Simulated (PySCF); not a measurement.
System (SMILES): F[C]F (closed-shell singlet).
Geometry (B3LYP-D3(BJ)/def2-TZVP, fixed):
```xyz
3

F     -1.0201    -0.2528     0.0305
C     -0.0313     0.5961     0.0011
F      1.0410    -0.1446    -0.0312
```

Basis-set convergence of the isotropic shielding of C2 at PBE0 with PySCF. GIAO, no density fitting; atoms are numbered in the order shown. All functions are spherical. No added dispersion term, no relativity. Reference: the value in pcseg-3, -143.14 ppm, itself unsure by roughly 0.37 ppm (its distance from pcSseg-2). Deviations are taken from unrounded values. Cost is core time over that of cc-pVTZ, rough, on shared machines of one kind; a dash marks a row that isn't timed (too short, read off another run, short of memory, by another algorithm or on other hardware).

```
basis        functions  cost
-----------  ---------  ----
cc-pVDZ             42     -
def2-SVPD           66     -
aug-pcseg-1         69     -
cc-pVTZ             90    1×
def2-TZVPPD        117    3×
aug-pcseg-2        138    5×
cc-pVQZ            165   10×
def2-QZVPPD        195   20×
```

### Question
Which is the smallest set listed that can be trusted to 10 ppm here, that is, within that of the reference together with its larger relatives (same family, alike in diffuse functions; a set with none to test it counts only in the reference's own line)?

### Answer
Of the sets listed that have larger relatives (same family, alike in diffuse functions), none stays within 10 ppm of the reference together with them. Inside, with no larger relative to test it: aug-pcseg-2, cc-pVQZ, def2-QZVPPD. Value minus reference: cc-pVDZ 31.87, def2-SVPD 25.39, aug-pcseg-1 24.12, cc-pVTZ 13.96, def2-TZVPPD 11.68, aug-pcseg-2 2.99, cc-pVQZ 7.09, def2-QZVPPD 6.70 ppm.
